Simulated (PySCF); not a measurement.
A PySCF script (with the pyscf-properties extension) for the NMR shieldings of SMILES [SiH2]1N[C@H](C)C(F)(F)[SiH2]1, C₃H₉F₂NSi₂, on a GFN2-xTB geometry:

```python
import basis_set_exchange as bse
import numpy as np
from pyscf import gto, dft
from pyscf.prop import nmr

atoms = """
C    -0.837273   -1.597790    0.431839
C    -0.321942   -0.716783   -0.707279
N    -1.021395    0.548645   -0.791908
Si   -0.666480    1.857351    0.272217
Si    1.441169    1.042099    0.738852
C     1.169482   -0.417092   -0.519179
F     1.845274   -1.567005   -0.204429
F     1.693916   -0.044985   -1.735571
H    -0.691343   -1.092573    1.384992
H    -0.307577   -2.546529    0.448462
H    -1.899394   -1.789264    0.296388
H    -0.446852   -1.248613   -1.660896
H    -1.928840    0.458028   -1.219771
H    -0.843602    3.080094   -0.513600
H    -1.561542    1.945130    1.443715
H     2.662799    1.712971    0.300881
H     1.706603    0.388347    2.025377
"""
names = dict.fromkeys(["C", "N", "Si", "F", "H"], "pcSseg-1")
basis = {el: gto.basis.parse(bse.get_basis(n, elements=[el], fmt="nwchem")) for el, n in names.items()}
mol = gto.M(atom=atoms, basis=basis, charge=0, verbose=0)
mf = dft.RKS(mol, xc="PBE0")
mf.grids.level = 2
mf.grids.alignment = dft.numint.BLKSIZE   # the property module wants whole blocks of grid points
mf.conv_tol = 1e-9
mf.kernel()

calc = nmr.RKS(mf)   # GIAO
C = mf.mo_coeff
Co = C[:, mf.mo_occ > 0]
resp = mf.gen_response(singlet=True, hermi=2)
def vind(x):   # induced exchange potential for any number of trial vectors
    d = np.einsum("pi,xij,qj->xpq", C, 2 * x.reshape(-1, C.shape[1], Co.shape[1]), Co, optimize=True)
    return np.einsum("xpq,pi,qj->xij", resp(d - d.transpose(0, 2, 1)), C, Co, optimize=True).ravel()
mo1, _ = nmr.rhf.solve_mo1(calc, with_cphf=vind)
sigma = calc.kernel(mo1)
for i, s in enumerate(sigma):   # ppm
    w = np.linalg.eigvalsh((s + s.T) / 2)
    print("%2d %-2s iso %8.1f  s11 %8.1f  s22 %8.1f  s33 %8.1f" % (i, mol.atom_pure_symbol(i), w.mean(), *w))
```

Task: What does it print?

Result: 
```
 0 C  iso    162.5  s11    145.1  s22    159.1  s33    183.2
 1 C  iso    126.0  s11    113.8  s22    123.7  s33    140.5
 2 N  iso    232.1  s11    192.5  s22    221.5  s33    282.3
 3 Si iso    403.7  s11    364.4  s22    370.8  s33    475.9
 4 Si iso    424.8  s11    396.6  s22    417.7  s33    460.2
 5 C  iso     46.6  s11     35.5  s22     50.9  s33     53.3
 6 F  iso    306.8  s11    179.6  s22    323.3  s33    417.6
 7 F  iso    279.9  s11    182.8  s22    304.3  s33    352.6
 8 H  iso     30.9  s11     27.2  s22     30.9  s33     34.5
 9 H  iso     30.2  s11     24.8  s22     28.7  s33     37.0
10 H  iso     30.7  s11     26.9  s22     28.2  s33     37.0
11 H  iso     28.3  s11     25.2  s22     27.0  s33     32.6
12 H  iso     31.4  s11     21.9  s22     29.1  s33     43.2
13 H  iso     26.7  s11     22.8  s22     24.5  s33     32.9
14 H  iso     26.5  s11     22.7  s22     24.2  s33     32.7
15 H  iso     27.8  s11     24.2  s22     25.7  s33     33.4
16 H  iso     27.5  s11     24.0  s22     25.8  s33     32.8
```

These numbers come from an equivalent density-fitted implementation of the same equations, which agrees with the script to about 0.01 ppm for H and up to a few tenths of a ppm for heavy atoms, so last digits may differ.

Task: Turn these shieldings into chemical shifts. References, each an isolated molecule treated in the same way: 13C (σref 186.93) and 29Si (σref 349.16) and 1H (σref 31.72) against TMS; 15N (σref 267.73) against NH3; 19F (σref 170.95) against CFCl3.

Result: Averaging equivalent atoms: C 5: 140.4; C 1: 60.9; C 0: 24.4; N 2: 35.6; Si 3: -54.6; Si 4: -75.7; F 7: -108.9; F 6: -135.9; H 14: 5.20; H 13: 5.02; H 16: 4.22; H 15: 3.97; H 11: 3.43; H 8/9/10: 1.13; H 12: 0.33 ppm. Unscaled 19F shifts against computed CFCl3 carry errors that often reach 10 to 50 ppm. Experimental scales use liquid or dissolved standards, which lie at an offset from isolated NH3 (liquid NH3: subtract about 20 ppm).

Size and cost of the density-fitted run: 195 basis functions, 60 s wall time on 1 thread of an Arm Neoverse N1, shared host; peak memory 0.91 GiB.
